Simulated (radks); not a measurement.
La II, configuration [Kr] 4d10 5s2 5p5.5 5d2 6s0.5 (fractional occupations, a model configuration).

All-electron calculation, Dirac Kohn-Sham, PBE, spin-unpolarised, spherical densities, finite nucleus; open shells are shared between the two j in proportion to 2j + 1; Fermi nuclear charge, rms radius 4.855 fm. Program: a radial shooting solver on a logarithmic mesh with Libxc functionals.

Energy parts (hartree):
| part | energy |
|---|---|
| total | -8496.5522 |
| kinetic | 9091.8989 |
| electron-nucleus | -20658.2767 |
| Hartree | 3273.5448 |
| exchange-correlation | -203.7192 |

Orbitals (lengths in bohr, moments of r in powers of bohr; <r^-3> diverges for s and p1/2; r(90%) holds 90 % of the orbital's charge):
\begin{tabular}{lrrrrrr}
orbital & occ. & eigenvalue (hartree) & <1/r> & <r^-3> & <r> & r(90%) \\ \hline
1s1/2 & 2 & -1423.006 & 62.01 & - & 0.02507 & 0.0452 \\
2s1/2 & 2 & -226.6325 & 14.59 & - & 0.1070 & 0.166 \\
2p1/2 & 2 & -213.7592 & 14.57 & - & 0.08991 & 0.148 \\
2p3/2 & 4 & -198.5770 & 13.25 & 6682 & 0.09601 & 0.156 \\
3s1/2 & 2 & -48.65468 & 5.254 & - & 0.2848 & 0.419 \\
3p1/2 & 2 & -43.22553 & 5.166 & - & 0.2747 & 0.413 \\
3p3/2 & 4 & -40.26652 & 4.837 & 1336 & 0.2867 & 0.430 \\
3d3/2 & 4 & -30.75474 & 4.700 & 218.0 & 0.2577 & 0.404 \\
3d5/2 & 6 & -30.12173 & 4.616 & 199.0 & 0.2615 & 0.409 \\
4s1/2 & 2 & -10.00687 & 2.171 & - & 0.6541 & 0.940 \\
4p1/2 & 2 & -8.00873 & 2.067 & - & 0.6745 & 0.981 \\
4p3/2 & 4 & -7.37916 & 1.961 & 285.3 & 0.7014 & 1.02 \\
4d3/2 & 4 & -4.10257 & 1.742 & 38.42 & 0.7616 & 1.14 \\
4d5/2 & 6 & -3.99319 & 1.716 & 34.76 & 0.7712 & 1.16 \\
5s1/2 & 2 & -1.64032 & 0.8550 & - & 1.555 & 2.23 \\
5p1/2 & 1.83333 & -1.09658 & 0.7553 & - & 1.743 & 2.54 \\
5p3/2 & 3.66667 & -1.00356 & 0.7176 & 41.83 & 1.821 & 2.65 \\
5d3/2 & 0.8 & -0.31020 & 0.4762 & 2.850 & 2.730 & 4.22 \\
5d5/2 & 1.2 & -0.30226 & 0.4678 & 2.544 & 2.776 & 4.30 \\
6s1/2 & 0.5 & -0.29830 & 0.3119 & - & 4.061 & 5.87 \\
\end{tabular}

The highest occupied level is 6s1/2 at -8.117 eV. Summed over all electrons, <r^2> = 65.30 bohr^2, which gives a Langevin (diamagnetic) susceptibility term of -51.7 x 10^-6 cm^3/mol. The density falls to 0.001 e/bohr^3 at r = 4.67 bohr. The electron density at the nucleus is 3.517e+05 e/bohr^3.
